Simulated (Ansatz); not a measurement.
Species: CH₅Ge, net charge 0, doublet state. It need not be the lowest isomer of its formula. 
Coordinates optimised at B3LYP-D3(BJ)/def2-TZVP (Ansatz, a program for electronic structure):
SMILES: [CH2][GeH3]
```xyz
7

Ge     0.2056     0.1820    -0.2140
C     -0.9386    -0.8253     0.9666
H      1.6122     0.3567     0.3997
H      0.3578    -0.5565    -1.5558
H     -0.3881     1.5813    -0.4550
H     -1.5371    -0.3466     1.7316
H     -0.9930    -1.9060     0.9285
```
Charge 0, spin multiplicity 2.

Property: vertical electron affinity (to the singlet state of charge -1; a negative value means that the extra electron is unbound and the number depends on the basis; each state is the SCF solution reached for its spin), in eV. Valence correlation only, unless marked. UHF or UKS for open shells. Spin-orbit coupling is left out. The frozen core is the preceding noble-gas configuration, with the filled d and f shells of earlier blocks. No relativistic terms. Anions need diffuse functions: aug- sets have them; def2-D sets add few. CBS(X,Y): correlation extrapolated as X^-3; Hartree-Fock from the larger set. [CCSD(T)-MP2]/basis is that difference in the basis named.

RI-MP2/CBS(aug-cc-pVTZ,aug-cc-pVQZ)+[CCSD(T)-MP2]/aug-cc-pVTZ (Ansatz) gives 0.65 eV.

Problem. Another calculation gave 0.48 eV. Which level was it?
A. r2SCAN/def2-TZVPD (Ansatz)
B. B3LYP/def2-TZVPD (Ansatz)
C. SVWN5/def2-TZVPD (Ansatz)
D. BHLYP/def2-TZVPD (Ansatz)

Solution. B, B3LYP/def2-TZVPD (Ansatz). The others give 0.16 (BHLYP), 0.29 (r2SCAN), 0.82 (SVWN5) eV.
